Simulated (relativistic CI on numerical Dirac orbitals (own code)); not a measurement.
## d1 to d9 in one octahedral field

Computed with a parametric ligand-field model without spin-orbit coupling, by exact diagonalisation: B = 660, C = 3110, 10Dq = 17700 cm⁻¹ (Oh; |10Dq|/B = 26.8) for every shell. Energies in cm⁻¹; the field energy is (0.6 n_e − 0.4 n_t2) × 10Dq of the ground term; g labels are left out.

```tsv
Shell	Ground term	Electrons in e	Field energy	First spin-allowed bands	Lowest term of other spin
d1	2T2	0.000	-7080	2E 17700	
d2	3T1	0.026	-13702	3T2 16366, 3T1 24931	1T2 10524
d3	4A2	0.000	-21240	4T2 17700, 4T1 24411	2E 14244
d4	5E	1.000	-10620	5T2 17700	3T1 646
d5	6A1	2.000	0	none	2T2 3349
d6	1A1	0.057	-41475	1T1 15798, 1T2 23999	5T2 9094
d7	2E	1.042	-31108	2T1 15644, 2T2 16309	4T1 3141
d8	3A2	2.000	-21240	3T2 17700, 3T1 24411	1E 11356
d9	2E	3.000	-10620	2T2 17700
```

Low spin: d6, d7; the other shells keep the spin of the free ion. Only d4 to d7 can choose; the field needed to pair spins is smallest for d6 and largest for d5, which loses most exchange energy. In the strong-field picture 10Dq must exceed about 6B + 5C = 19510 (d4), 7.5B + 5C = 20500 (d5), 2.5B + 4C = 14090 (d6) and 4B + 4C = 15080 (d7); mixing of terms shifts these bounds somewhat.
